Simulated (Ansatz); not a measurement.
A run on F₅V (`[F][V]([F])([F])([F])[F]`) with other settings.

```yaml
crystal:
  periodic: [false, false, false]
  atoms:
    - {symbol: F, position_ang: [-0.651488, -1.249850, 1.010565]}
    - {symbol: V, position_ang: [0.000034, 0.000052, 0.000077]}
    - {symbol: F, position_ang: [1.532136, -0.719701, 0.097904]}
    - {symbol: F, position_ang: [-1.072118, -0.443472, -1.236616]}
    - {symbol: F, position_ang: [0.650862, 1.247316, -1.014098]}
    - {symbol: F, position_ang: [-0.459416, 1.165644, 1.142168]}
basis:
  gaussian: {orbitals: aug-cc-pVDZ}
magnetization: {spin_polarized: true, initial_magnetization: 2}
hamiltonian: {xc: {name: HF}, pseudopotentials: {relativity: none}}
output: {forces: true}
```

```sh
$ ansatz run in.yaml --threads 4 --pin off --events-out ev --progress --plain --max-ram 10444MiB
```

It prints (some lines left out):

```
Functional definition: HF
1677 factors; integrals over basis functions are off by at most 2.6e-4 eV
mean field evaluation 1: about -39179.5018 eV, gradient 4.6e1 eV
mean field evaluation 2: about -39179.5338 eV, gradient 4.6e1 eV
mean field evaluation 4: about -39186.6020 eV, gradient 4.8e0 eV
mean field evaluation 8: about -39186.9003 eV, gradient 9.4e-1 eV
mean field evaluation 16: about -39188.6804 eV, gradient 2.6e-1 eV
mean field evaluation 32: about -39188.7382 eV, gradient 1.8e-2 eV
mean field evaluation 96: about -39188.7379 eV, gradient 1.8e-3 eV
mean field evaluation 160: about -39188.7371 eV, gradient 9.2e-3 eV
mean field evaluation 416: about -39188.7376 eV, gradient 4.8e-3 eV
mean field evaluation 448: about -39188.7373 eV, gradient 5.1e-3 eV
mean field -39188.73834833 eV, -1440.1595712202 hartree, gradient 5.3e-10 eV, S^2 2.010481; 4 other end points of the search recorded, 0 dependent functions left out
reference -39188.73834833 eV, -1440.1595712202 hartree; 35, 33 occupied and 139, 141 virtual orbitals, 1677 factors
Total energy: -39188.73834833 eV, -1440.1595712202 hartree
Atom 0 at    -0.651488    -1.249850     1.010565 Å, force    -3.699146    -6.852992     5.068232 eV/Å
Atom 1 at     0.000034     0.000052     0.000077 Å, force     5.232204     9.177691    -5.699989 eV/Å
Atom 2 at     1.532136    -0.719701     0.097904 Å, force     0.702537    -1.435538     0.579687 eV/Å
Atom 3 at    -1.072118    -0.443472    -1.236616 Å, force    -1.753956    -1.564571    -0.601512 eV/Å
Atom 4 at     0.650862     1.247316    -1.014098 Å, force     0.324301     0.655967    -0.612607 eV/Å
Atom 5 at    -0.459416     1.165644     1.142168 Å, force    -0.805940     0.019444     1.266188 eV/Å
Dipole moment:    -0.402802    -0.786479     0.669888 e Å
```

It took 72 s on 4 threads of an Arm Neoverse V2 on a shared host, with 0.87 GiB of host memory at the peak.
